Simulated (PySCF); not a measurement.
CH3F4Nb, multiplicity 1. Atoms are numbered in the order given.

```xyz
9

Nb     0.0561     0.0492    -0.0397
F      1.3848    -0.4813     1.1748
F     -1.3747     0.5183    -1.1606
F      0.0554     1.7516     0.6894
F      1.0249    -0.6151    -1.4695
C     -1.2646    -1.3284     0.8907
H     -0.7162    -2.0825     1.4741
H     -1.9128    -1.7991     0.1346
H     -1.8975    -0.7268     1.5696
```

The structure is a stationary point at r2SCAN-D4/def2-SVP. The multiplicity is an assumed one; no other spin state was optimised. The structure was generated by enumeration; whether it is a known compound was not checked. The def2 effective core potentials stand for the cores of Nb; spin–orbit coupling is left out.

The numbers are results of TDA-PBE/def2-SVPD (PySCF), not measurements.

Vertical excitations. 

Q: Estimate the UV-visible absorptions. (Estimate from the structure and the level; the computed values follow.)

A: 
| state | energy (eV) | λ (nm) | f | main pairs |
|---|---|---|---|---|
| S1 | 4.20 | 295 | 0.005 | HOMO→LUMO 99 % |
| S2 | 4.60 | 270 | 0.000 | HOMO→LUMO+1 100 % |
| S3 | 5.15 | 241 | 0.002 | HOMO→LUMO+2 99 % |
| S4 | 5.88 | 211 | 0.001 | HOMO−1→LUMO 86 % |
| S5 | 6.12 | 203 | 0.003 | HOMO−2→LUMO 64 %, HOMO−1→LUMO+1 15 %, HOMO−3→LUMO 11 % |
| S6 | 6.21 | 200 | 0.000 | HOMO−4→LUMO 98 % |
| S7 | 6.24 | 199 | 0.006 | HOMO−3→LUMO 88 % |
| S8 | 6.43 | 193 | 0.002 | HOMO−2→LUMO+1 71 %, HOMO−1→LUMO+1 20 % |
| S9 | 6.51 | 190 | 0.000 | HOMO−6→LUMO 89 % |
| S10 | 6.61 | 188 | 0.001 | HOMO−4→LUMO+1 48 %, HOMO−5→LUMO 43 %, HOMO−6→LUMO 8 % |
| T1 | 3.75 | 330 | 0 | HOMO→LUMO 100 % |
| T2 | 4.37 | 284 | 0 | HOMO→LUMO+1 100 % |
| T3 | 4.63 | 268 | 0 | HOMO→LUMO+2 100 % |
| T4 | 5.50 | 225 | 0 | HOMO→LUMO+3 93 % |
Triplets are in the Tamm–Dancoff approximation.
